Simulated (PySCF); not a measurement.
This PySCF input asks for the NMR shieldings of SMILES C=C1CB[C@H](C)[SiH2]1, C5H11BSi; the geometry comes from GFN2-xTB.

```python
import basis_set_exchange as bse
import numpy as np
from pyscf import gto, dft
from pyscf.prop import nmr

atoms = """
C     2.739270    0.860908    0.233419
C     1.531122    0.337013    0.085199
C     1.191412   -0.630229   -1.032014
B    -0.379564   -0.730123   -1.174902
C    -1.121192   -0.515682    0.191442
C    -2.609206   -0.172649    0.153879
Si    0.002918    0.725069    1.129684
H     2.960854    1.556565    1.026005
H     3.561982    0.619330   -0.425122
H     1.583364   -1.615532   -0.751251
H     1.728319   -0.357314   -1.944216
H    -0.924875   -0.893676   -2.198540
H    -1.016495   -1.457854    0.745146
H    -3.019443   -0.087217    1.159488
H    -3.172988   -0.937429   -0.379064
H    -2.765965    0.776497   -0.354227
H    -0.451305    2.112036    0.966170
H     0.153033    0.416605    2.557247
"""
names = dict.fromkeys(["C", "B", "Si", "H"], "pcSseg-1")
basis = {el: gto.basis.parse(bse.get_basis(n, elements=[el], fmt="nwchem")) for el, n in names.items()}
mol = gto.M(atom=atoms, basis=basis, charge=0, verbose=0)
mf = dft.RKS(mol, xc="PBE0")
mf.grids.level = 2
mf.grids.alignment = dft.numint.BLKSIZE   # the property module wants whole blocks of grid points
mf.conv_tol = 1e-9
mf.kernel()

calc = nmr.RKS(mf)   # GIAO
C = mf.mo_coeff
Co = C[:, mf.mo_occ > 0]
resp = mf.gen_response(singlet=True, hermi=2)
def vind(x):   # induced exchange potential for any number of trial vectors
    d = np.einsum("pi,xij,qj->xpq", C, 2 * x.reshape(-1, C.shape[1], Co.shape[1]), Co, optimize=True)
    return np.einsum("xpq,pi,qj->xij", resp(d - d.transpose(0, 2, 1)), C, Co, optimize=True).ravel()
mo1, _ = nmr.rhf.solve_mo1(calc, with_cphf=vind)
sigma = calc.kernel(mo1)
for i, s in enumerate(sigma):   # ppm
    w = np.linalg.eigvalsh((s + s.T) / 2)
    print("%2d %-2s iso %8.1f  s11 %8.1f  s22 %8.1f  s33 %8.1f" % (i, mol.atom_pure_symbol(i), w.mean(), *w))
```

Task: What does it print?

Result: 
```
 0 C  iso     49.3  s11    -72.1  s22     68.0  s33    151.9
 1 C  iso     30.2  s11    -75.5  s22     21.4  s33    144.6
 2 C  iso    144.3  s11    125.5  s22    144.0  s33    163.4
 3 B  iso      6.4  s11    -61.6  s22    -24.8  s33    105.6
 4 C  iso    157.0  s11    123.2  s22    171.9  s33    175.9
 5 C  iso    171.9  s11    160.4  s22    168.7  s33    186.7
 6 Si iso    385.8  s11    338.7  s22    361.6  s33    457.2
 7 H  iso     25.8  s11     22.4  s22     24.4  s33     30.7
 8 H  iso     25.3  s11     22.0  s22     24.6  s33     29.5
 9 H  iso     29.3  s11     26.1  s22     27.4  s33     34.4
10 H  iso     28.7  s11     25.0  s22     28.3  s33     32.8
11 H  iso     23.5  s11     17.4  s22     26.4  s33     26.6
12 H  iso     30.3  s11     24.8  s22     30.7  s33     35.3
13 H  iso     30.3  s11     25.0  s22     29.2  s33     36.8
14 H  iso     29.8  s11     25.3  s22     27.3  s33     36.8
15 H  iso     30.4  s11     26.5  s22     28.6  s33     36.2
16 H  iso     27.3  s11     24.1  s22     26.2  s33     31.7
17 H  iso     26.9  s11     23.8  s22     25.4  s33     31.4
```

These numbers come from an equivalent density-fitted implementation of the same equations, which agrees with the script to about 0.01 ppm for H and up to a few tenths of a ppm for heavy atoms, so last digits may differ.

Size and cost of the density-fitted run: 181 basis functions, 39 s wall time on 1 thread of an Arm Neoverse V1, shared host; peak memory 0.82 GiB.
